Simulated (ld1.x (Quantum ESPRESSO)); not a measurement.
## Before and after: TM potential for silicon

ld1.x (Quantum ESPRESSO) 7.5 input, shortened:

```
&input
   title='Si', zed=14., rel=0, dft='PBESOL', iswitch=3,
   config='[Ne] 3s2 3p1'
 /
 &inputp
   pseudotype=2, tm=.true., lloc=0,
   nlcc=.true.
 /
2
3P  2  1   1.00   0.00  1.30  1.30  0.0
3S  1  0   2.00   0.00  1.75  1.75  0.0
 &test
   configts(1)='3s2 3p1'
 /
```

All-electron outer shells of the reference configuration (PBEsol, non-relativistic, ld1.x):

```csv
shell,level (eV),outermost node (bohr),outermost maximum (bohr)
3s,-18.94,0.72,1.75
3p,-11.64,0.71,2.04
```

Change: wave 3s (bound): rc 1.75 bohr becomes 3s (bound): rc 2.04 bohr.

Cutoffs: the cutoffs (Ry, on a coarse ladder) from which the occupation-weighted sum of valence levels, in a spherical-Bessel basis at the reference potential, stays within 10 and 1 mRy of its value at 400 Ry; they do not see the model core or the augmentation charge, which bear on the density cutoff. Errors are all-electron minus pseudo energies relative to the spin-unpolarised reference configuration.

Problem. Predict the effect on cutoff, ghosts and configuration errors.

Solution. The potential gets neither clearly harder nor softer (55 Ry and 80 Ry → 55 Ry and 80 Ry); of the 7 tests that both files solve, the error grows in 4 and shrinks in 3 by more than 15 % and 0.3 meV (median size 4.9 → 4.8 meV); neither file shows a bound ghost.

```tsv
quantity	base	changed
cutoff, loose	55 Ry	55 Ry
cutoff, tight	80 Ry	80 Ry
bound ghosts	none	none
error for 3s2 3p2, meV [ΔE -7.72 eV]	+3.6	+4.8
error for 3s2 3p0, meV [ΔE 15.98 eV]	+4.9	+7.9
error for 3s1 3p0, meV [ΔE 49.80 eV]	+25	+21
error for 3s0 3p4, meV [ΔE 5.90 eV]	+6.7	-4.1
error for 3s1 3p3, meV [ΔE -0.99 eV]	+3.0	+1.2
error for 3s2 3p1.5, meV [ΔE -4.81 eV]	+1.1	+1.5
error for 3s2 3p2.3, meV [ΔE -8.65 eV]	+5.2	+6.8
```
